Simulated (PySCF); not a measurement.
## Radial density of Rh (rhodium, neutral)

TPSS, [Kr] 4d8 5s1, high-spin 4F determinant. All numbers are calculated (PySCF 2.14, scalar relativity by spin-free X2C-1e, in x2c-TZVPall (8s6p6d1f, 63 functions)).

| r (bohr) | 4πr²ρ (e/bohr) | 4πr²(ρα − ρβ) |
| --- | --- | --- |
| 0.0349 | 51.64 | 0.0000 |
| 0.0586 | 52.88 | 0.0083 |
| 0.0986 | 71.89 | 0.0676 |
| 0.166 | 50.86 | 0.2311 |
| 0.279 | 55.33 | 0.3163 |
| 0.469 | 32.45 | 0.0002 |
| 0.790 | 14.90 | 0.9058 |
| 1.33 | 10.59 | 1.3541 |
| 2.23 | 2.513 | 0.8259 |
| 3.76 | 0.4718 | 0.3003 |
| 6.32 | 0.02875 | 0.0239 |
| 10.6 | 8.705e-05 | 0.0001 |

Densities and radii are taken from the X2C orbitals without a picture-change correction, which distorts them close to the nucleus.
